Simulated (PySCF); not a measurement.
## OsO: one state, many levels of theory

State: quintet, unpaired electrons σ ↑, π ↑↑, δ ↑, a mixture of terms (⟨Lz²⟩ = 5.4). Set-up: Os x2c-TZVPPall, O x2c-TZVPPall; spin-free X2C with a Gaussian nucleus (PySCF 2.14). De refers to Os (5d6 6s2) + O in their high-spin ground configurations, without counterpoise correction. The functionals are run spin-unrestricted. A positive dipole means Os(−)O(+).

| Level | Re (Å) | ωe (cm⁻¹) | De (eV) | μ (D) |
| --- | --- | --- | --- | --- |
| ROHF | 1.679 | 1052 | n/a | -4.42 |
| ROHF-MP2 | 1.702 | 1005 | n/a | n/a |
| ROHF-SCS-MP2 | 1.705 | 997 | n/a | n/a |
| LDA | 1.690 | 977 | n/a | -2.67 |
| PBE | 1.711 | 934 | n/a | -2.76 |
| PW91 | 1.711 | 935 | n/a | -2.76 |
| r²SCAN | 1.691 | 973 | n/a | -2.79 |
| M06-L | 1.705 | 942 | n/a | -3.24 |
| PBE0 | 1.695 | 987 | n/a | -3.19 |
| r²SCAN0 | 1.684 | 1009 | n/a | -3.20 |
| ωB97X-V | 1.690 | 1004 | n/a | -3.39 |

The bond length runs from 1.679 Å (ROHF) to 1.711 Å (PBE).

Correlated steps freeze 24 core orbitals. De is left out where the level can put another filling of the metal’s s and d shells below the measured ground configuration, by anything from nothing to about 1 eV. Spin–orbit coupling is left out, which matters for elements this heavy, above all for dissociation energies. Counting both spins, an empty level lies below a filled one in some of these solutions, because spin and occupation are held. With d or f electrons several states lie close, and the lowest PBE0 determinant need not be the measured ground state.

The whole job (state search and all levels along the bond) took about 22 min on 2 threads of Arm Neoverse V1 (shared host), peak memory 7.8 GiB.
